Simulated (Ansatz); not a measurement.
Gas-phase electronic energies from Ansatz, PBE0-D4/def2-TZVP geometries. CCSD(T)/CBS is the MP2 limit (def2-TZVPP, def2-QZVPP) plus CCSD(T) − MP2 in def2-TZVPP, frozen cores. DFT in def2-TZVPP. B3LYP here is the variant with VWN-RPA as its local correlation; programs differ in this. Each species was taken in one conformer, which may not be the lowest.

`CC(=N)BO` + `N#CC(N)(F)[SiH3]` → `NC(F)([SiH3])BO` + `CC(=N)C#N`  (formal exchange of groups at a B–C bond)

```
             level  ΔE (kcal/mol)  difference from CCSD(T)/CBS
         r2SCAN-D4           -1.7                         -1.4
           PBE0-D4           -1.4                         -1.1
            B2PLYP           -0.6                         -0.3
            r2SCAN           -1.6                         -1.3
              PBE0           -1.3                         -1.0
             B3LYP           -0.9                         -0.6
    MP2/def2-TZVPP           -0.4                         -0.1
SCS-MP2/def2-TZVPP           -0.1                          0.2
CCSD(T)/def2-TZVPP           -0.3                          0.0
     MP2/CBS(def2)           -0.4                         -0.1
       CCSD(T)/CBS           -0.3                            0
```

Largest T1 diagnostic among the species: 0.013.

In def2-TZVPP, CCSD(T) changes the Hartree–Fock value by −1.2 kcal/mol (the triples alone add −0.2 kcal/mol) and MP2 by −1.3 kcal/mol.
